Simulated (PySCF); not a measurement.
**`F[C@H](Br)[C@H]1C[C@H]1F`, C4H5BrF2**

Molfile (atoms numbered from 1):
```
C4H5BrF2
     RDKit          3D

 12 12  0  0  0  0  0  0  0  0999 V2000
    2.4063   -0.2189    0.4109 F   0  0  0  0  0  0  0  0  0  0  0  0
    1.3372    0.4249   -0.1102 C   0  0  2  0  0  0  0  0  0  0  0  0
    1.5697    2.3480    0.2790 Br  0  0  0  0  0  0  0  0  0  0  0  0
    0.0604   -0.0774    0.4905 C   0  0  1  0  0  0  0  0  0  0  0  0
   -1.2464    0.3311   -0.1359 C   0  0  0  0  0  0  0  0  0  0  0  0
   -0.7647   -1.0718   -0.2795 C   0  0  1  0  0  0  0  0  0  0  0  0
   -0.3103   -1.4604   -1.5008 F   0  0  0  0  0  0  0  0  0  0  0  0
    1.3728    0.3231   -1.1997 H   0  0  0  0  0  0  0  0  0  0  0  0
    0.1067   -0.1876    1.5673 H   0  0  0  0  0  0  0  0  0  0  0  0
   -2.0895    0.5291    0.5057 H   0  0  0  0  0  0  0  0  0  0  0  0
   -1.1975    0.9611   -1.0117 H   0  0  0  0  0  0  0  0  0  0  0  0
   -1.2435   -1.9020    0.2231 H   0  0  0  0  0  0  0  0  0  0  0  0
  1  2  1  0
  2  3  1  0
  2  4  1  0
  4  5  1  0
  5  6  1  0
  6  7  1  0
  6  4  1  0
  2  8  1  6
  4  9  1  1
  5 10  1  0
  5 11  1  0
  6 12  1  1
M  END
```

Theory: PySCF, TDDFT BHandHLYP/def2-SVPD circular dichroism and optical rotation, one conformer, gas phase. Geometry: GFN2-xTB.

The molecule is flexible and this is one conformer; a measurement averages over conformers. The calculation is non-relativistic, which matters for the atoms heavier than Zn. States above about 9.3 eV lie in this functional's continuum (it starts at minus the energy of the highest occupied orbital, well below the true ionisation energy for most functionals) and depend on the basis. Singlets 9 and 10 lie within 0.01 eV of each other, so their separate moments and overlaps can depend on how they mix.

Stereocentres: C2 R, C4 S, C6 R.

**Question.** What is the specific rotation at 633, 589.3, 546, 436, 405, 365, 355 nm?

**Answer.** [α] in deg dm⁻¹ (g/mL)⁻¹:
```csv
λ (nm),origin-invariant length gauge,modified velocity gauge,length gauge (centre of mass),isotropic polarisability (au)
633,+158.2,+165.4,+158.6,69.2
589.3,+185.6,+194.0,+186.0,69.5
546,+220.8,+230.7,+221.3,69.7
436,+377.4,+393.9,+378.3,70.9
405,+454.9,+474.6,+455.9,71.5
365,+599.4,+624.9,+600.8,72.4
355,+647.2,+674.6,+648.7,72.7
```

**Question.** And for the mirror image at 589.3 nm?

**Answer.** -185.6 deg dm⁻¹ (g/mL)⁻¹ (origin-invariant length gauge): the same size and the opposite sign.

**Question.** What is the molar rotation [Φ] = [α]·M/100 of the geometry above at 589.3 nm?

**Answer.** With M = 170.99 g/mol, +317.4 deg cm² dmol⁻¹ (origin-invariant length gauge).

The first excitation lies at 6.23 eV (199 nm) with R = +4.4 × 10⁻⁴⁰ esu² cm² (velocity form).
